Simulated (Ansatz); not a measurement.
## Counterpoise correction, worked out

The pair of K⁺ (SMILES [K+], atom 1) and Cl⁻ (SMILES [Cl-], atom 2), both closed shells, in one local arrangement (a lower one may exist), relaxed at PBE0-D4/def2-TZVP:

```
2
angstrom
K -0.0000 0.0000 -1.3420
Cl 0.0000 -0.0000 1.3420
```

Computed with Ansatz 0.2.0 (basis: def2-TZVPPD); correlated methods freeze the cores. The outer core shell of Li, Na, Mg and K is correlated. The def2 sets are not built for correlating such inner shells, so the correlated values are less sure here.

MP2 total energies in eV:

| system | geometry | basis functions | energy |
| --- | --- | --- | --- |
| pair | pair | all | -28819.79352 |
| K⁺ | as in the pair | all (partner as ghosts) | -16303.90598 |
| Cl⁻ | as in the pair | all (partner as ghosts) | -12510.95836 |
| K⁺ | as in the pair | its own | -16303.88668 |
| Cl⁻ | as in the pair | its own | -12510.93813 |
| K⁺ | free (PBE0-D4 minimum) | its own | -16303.88668 |
| Cl⁻ | free (PBE0-D4 minimum) | its own | -12510.93813 |

Problem. Work out the interaction energy with and without the counterpoise correction, the superposition error, and the binding energy from the relaxed fragments.

Solution. Without correction: -28819.79352 − (-16303.88668) − (-12510.93813) = -4.96871 eV.
With correction (each fragment in the whole basis): -28819.79352 − (-16303.90598) − (-12510.95836) = -4.92918 eV = -113.67 kcal/mol.
The superposition error is the difference, 0.03953 eV, 1 % of the uncorrected value: each fragment borrows its partner's functions.
Deformation from the free shapes: 0.00000 eV for K⁺ and 0.00000 eV for Cl⁻.
Binding energy from relaxed fragments: -4.92918 + 0.00000 + 0.00000 = -4.92918 eV = -113.67 kcal/mol (electronic, without zero-point energy; negative means bound). For comparison, the corrected interaction energy by CCSD(T) at an estimated basis limit (MP2 extrapolated from triple and quadruple zeta, plus CCSD(T) − MP2 in triple zeta) is -5.083 eV.

No T1 diagnostic of these runs exceeds 0.010.

For scale, one of the runs: CCSD(T)/def2-TZVPPD, 87 basis functions, launched by `ansatz run in.yaml --threads 2 --pin off --events-out ev --progress --plain --max-ram 5222MiB`. Hardware: 2 CPU threads of an Arm Neoverse V2, shared host. Wall time about 1 s.
